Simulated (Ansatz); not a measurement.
`[GeH3][CH2]Br` → `[CH2]` (triplet) + `[GeH3][Br]` at 298.15 K and 1 bar (formal loss of a carbene).

Calculated with Ansatz (gas phase, PBE0-D4/def2-TZVP geometries, no zero-point term in ΔE). CCSD(T)/CBS is the MP2 limit (def2-TZVPP, def2-QZVPP) plus CCSD(T) − MP2 in def2-TZVPP, frozen cores. This one scheme is used for every species. Triplets are unrestricted, without spin–orbit coupling. For Br, Ge outer-core shells are correlated without core-valence functions, which leaves a few kJ/mol of doubt a bond. Scalar relativity is left out up to krypton.

| species | CCSD(T)/CBS energy (Eh) | H − E (kJ/mol) | S (J/(mol·K)) |
| --- | --- | --- | --- |
| `[GeH3][CH2]Br` | -4690.47995 | 150.0 | 322.5 |
| `[CH2]` (triplet) | -39.09499 | 55.4 | 195.3 |
| `[GeH3][Br]` | -4651.26096 | 75.7 | 275.6 |

H − E and S are ideal-gas, rigid-rotor, harmonic terms from PBE0-D4/def2-TZVP, with the whole ground term of open shells counted as degenerate. 1 Eh = 2625.50 kJ/mol, R = 8.31446 J/(mol·K).

Q: By hand: ΔE, ΔH, ΔS and ΔG.

A: ΔE = (-39.09499) + (-4651.26096) − (-4690.47995) = 0.12400 Eh = 325.6 kJ/mol. Δ(H − E) = 55.4 + 75.7 − 150.0 = -18.9, so ΔH = 306.7 kJ/mol. ΔS = 195.3 + 275.6 − 322.5 = 148.4 J/(mol·K). ΔG = 306.7 − 298.15 × (148.4)/1000 = 262.5 kJ/mol.

Q: By hand: the equilibrium constant, and the temperature at which ΔG would vanish if ΔH and ΔS stayed fixed.

A: log₁₀ K = −ΔG/(RT ln 10) = -46.0. ΔG = 0 at ΔH/ΔS = 2067 K.

The number of gas molecules changes by +1, which sets the sign of ΔS. A doubt of 5 kJ/mol in ΔE shifts log₁₀ K by 0.9 here. A triplet takes part, so the spin changes. These are equilibria of isolated gas molecules and say nothing of rates. Largest T1 diagnostic: 0.011 (customary marks: 0.02 for closed shells, 0.045 for open ones).
